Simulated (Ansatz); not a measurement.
Reaction (redistribution): `[NH2][Al]([NH2])[F]` + `N=C([SiH3])[SiH2]N` → `N[SiH2][Al]([NH2])[F]` + `N=C(N)[SiH3]`

Calculated with Ansatz (gas phase, PBE0-D4/def2-TZVP geometries, no zero-point term in ΔE). CCSD(T)/CBS is the MP2 limit (def2-TZVPP, def2-QZVPP) plus CCSD(T) − MP2 in def2-TZVPP, frozen cores. This one scheme is used for every species. Each species was taken in one conformer, which may not be the lowest.

`[NH2][Al]([NH2])[F]`:

Cartesian coordinates in Å:
```
N 1.494 -0.193 -0.465
Al 0.045 -0.126 0.529
N -1.541 0.323 -0.082
F 0.182 -0.507 2.130
H 2.402 -0.450 -0.116
H 1.541 0.015 -1.448
H -1.753 0.575 -1.033
H -2.371 0.362 0.485
```

`N=C([SiH3])[SiH2]N`:

Z-matrix (Å, degrees):
```
Si
C 1 1.900
H 1 1.487 2 110.6
H 1 1.487 2 110.6 3 -119.8
H 1 1.489 2 107.5 3 120.0
Si 2 1.904 1 121.8 3 60.4
N 2 1.280 1 122.3 3 -119.6
N 6 1.713 2 115.8 1 -179.6
H 6 1.488 2 106.7 1 -58.1
H 6 1.488 2 106.6 1 58.9
H 7 1.026 2 112.1 1 0.0
H 8 1.009 6 117.4 2 66.8
H 8 1.009 6 117.4 2 -66.5
```

`N[SiH2][Al]([NH2])[F]`:

```xyz
11

N     0.559   -1.108    1.482
Si    1.076   -0.905   -0.161
Al   -0.291    0.867   -1.141
N    -1.755    1.429   -0.339
F     0.124    1.604   -2.564
H     0.520   -0.299    2.082
H     0.890   -1.908    2.001
H     0.833   -2.206   -0.848
H     2.538   -0.633   -0.342
H    -2.368    2.160   -0.664
H    -2.126    1.000    0.493
```

`N=C(N)[SiH3]`:

Z-matrix (Å, degrees):
```
Si
C 1 1.898
H 1 1.480 2 109.4
H 1 1.483 2 109.4 3 121.3
H 1 1.492 2 109.5 3 -119.9
N 2 1.368 1 118.5 3 133.2
N 2 1.276 1 114.4 3 -50.1
H 6 1.004 2 119.7 1 -17.6
H 6 1.008 2 119.4 1 -172.7
H 7 1.024 2 112.6 1 -178.3
```

```json
{"level": "MP2/def2-QZVPP", "ΔE (kcal/mol)": "23.8"}
{"level": "CCSD/CBS(def2)", "ΔE (kcal/mol)": "23.0"}
```

(1) What does CCSD(T)/CBS give? (An estimate is asked.)

Largest T1 diagnostic among the species: 0.014.

Results:

(1) Computed: +22.6 kcal/mol. The listed levels differ from it by 1.2, 0.4 kcal/mol.

From PBE to PBE0 (25 % exact exchange), in def2-TZVPP and without D4, ΔE moves by +1.9 kcal/mol. The D4 term adds +1.0 kcal/mol with B3LYP and +0.5 kcal/mol with PBE0; it sums over pairs of atoms, weighted by their polarisabilities, and B3LYP, whose exchange is more repulsive, gets the larger term.

B3LYP here is the variant with VWN-RPA as its local correlation; programs differ in this.
